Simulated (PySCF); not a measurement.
C3H5, SMILES [CH]=CC, multiplicity 2.

Geometry optimised at PBE0-D3(BJ)/def2-TZVP. The isomer is the one that the SMILES or the coordinates give; other isomers of the formula were not compared.

Method: TDA-CAM-B3LYP/def2-SVPD (PySCF).

Vertical excitations. 

```
state    energy (eV)  λ (nm)      f                                                                     main pairs
-------  -----------  ------  -----  -----------------------------------------------------------------------------
root 1          3.05     407  0.001                                                               β HOMO→LUMO 95 %
root 2          4.76     260  0.000                                         α HOMO−1→LUMO 48 %, β HOMO→LUMO+1 47 %
root 3          4.88     254  0.002                                                               α HOMO→LUMO 96 %
root 4          6.60     188  0.012                                         α HOMO→LUMO+1 69 %, α HOMO→LUMO+2 27 %
root 5          7.14     174  0.018                                                             β HOMO−1→LUMO 75 %
root 6          7.34     169  0.003                                        α HOMO−1→LUMO+1 7 %, β HOMO→LUMO+2 78 %
root 7          7.35     169  0.008                                          α HOMO−1→LUMO 7 %, β HOMO−2→LUMO 68 %
root 8          7.44     167  0.025  α HOMO→LUMO+3 48 %, α HOMO→LUMO+2 24 %, α HOMO→LUMO+1 15 %, β HOMO−2→LUMO 7 %
root 9          7.59     163  0.017                                        α HOMO−1→LUMO+1 78 %, β HOMO→LUMO+2 8 %
root 10         7.61     163  0.067                      α HOMO→LUMO+3 43 %, α HOMO→LUMO+2 39 %, α HOMO→LUMO+1 8 %
```
Unrestricted roots are not spin-pure.
